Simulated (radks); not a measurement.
Values are calculated unless marked as measured or tabulated.
Problem. Ionisation of the rubidium ion Rb24+, [Ne] 3s2 3p1, to Rb25+, [Ne] 3s2, under several functionals. Dirac Kohn-Sham, spin-unpolarised, spherical densities, finite nucleus; open shells fill j = l - 1/2 first; a radial shooting solver on a logarithmic mesh with Libxc functionals. The NIST Atomic Spectra Database gives 1125 eV (semi-empirical). Rank these functionals by the error of their Delta-SCF ionisation energy: LDA (Slater exchange, Perdew-Zunger correlation); XLYP; B86b exchange with PBE correlation; LDA (Slater exchange, Perdew-Wang correlation).

Solution. From best to worst: B86b exchange with PBE correlation 1134.4 eV (+9.4); LDA (Slater exchange, Perdew-Zunger correlation) 1134.6 eV (+9.6); LDA (Slater exchange, Perdew-Wang correlation) 1134.6 eV (+9.6); XLYP 1134.7 eV (+9.7). Spin polarisation and multiplet splitting are left out, so open shells lie too high by an amount that depends on their filling.

Beside tabulated values, note that spin-unpolarised runs miss the spin-polarisation part of the exchange energy of open shells.
